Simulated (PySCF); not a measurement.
Calculation: TPSSh-D3(BJ)/def2-TZVP // r2SCAN-D4/def2-SVP (PySCF). Gas-phase values, no solvent. One relaxed conformer stands for a flexible species; it need not be the lowest. 

Reference species: [Co(H2O)6]3+ (near-degenerate quintet) (charge +3, multiplicity 5).

```
Item                                                            Value
------------------------------------------------------------  -------
charge on the central atom (Mulliken)                          0.83 e
coordination number                                                 6
mean distance from the central atom to its bonded neighbours  2.022 Å
```

Changed species: [Co(H2O)5(NH3)]3+ (excited quintet) (1 of 6 H2O replaced by NH3, multiplicity 5; the reference has 0 of 6 H2O replaced by NH3, multiplicity 5).

### Question
Give the shifts of the charge on the central atom (Mulliken), coordination number and mean distance from the central atom to its bonded neighbours.

### Answer
the charge on the central atom (Mulliken) falls by 0.05 e, to 0.78 e; the coordination number hardly moves; the mean distance from the central atom to its bonded neighbours rises by 0.025 Å, to 2.047 Å.
